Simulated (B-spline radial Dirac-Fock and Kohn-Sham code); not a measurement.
# Subshell photoionisation cross sections of Tm⁴⁺ against photon energy

System: thulium as Tm⁴⁺ in the configuration [Xe] 4f11.

Model: a relativistic central-field model (Hartree-Slater potential of the initial state, Latter tail, multipole expansion of the photon field, Dirac-Fock thresholds). Program: a radial finite-basis atomic code. Values are in kb per electron; a dash marks an energy below the computed threshold. Values for outer subshells far above threshold carry numerical ripple of a few per cent.

```tsv
hν (eV)	1s	2p3/2	4p1/2	5s	5p3/2
80	–	–	–	–	166
100	–	–	–	–	92.1
200	–	–	–	38.9	34.5
340	–	–	–	19.7	18.3
477	–	–	33.7	12.7	12.5
600	–	–	31.8	9.45	9.63
638	–	–	31.0	8.67	8.92
3330	–	–	3.81	0.583	0.558
5414.7	–	–	1.47	0.236	0.199
8047.8	–	–	0.625	0.112	0.0804
9251.7	–	11.0	0.454	0.0843	0.0571
12100	–	5.24	0.239	0.0483	0.0288
18400	–	1.54	0.0834	0.0202	0.00948
34700	–	0.218	0.0147	0.00492	0.00152
39200	–	0.148	0.0104	0.00371	0.00105
```

At 39200 eV the multipoles beyond E1 give 15.0 % of 2p3/2, 12.9 % of 4p1/2, 3.9 % of 5s, 14.4 % of 5p3/2.
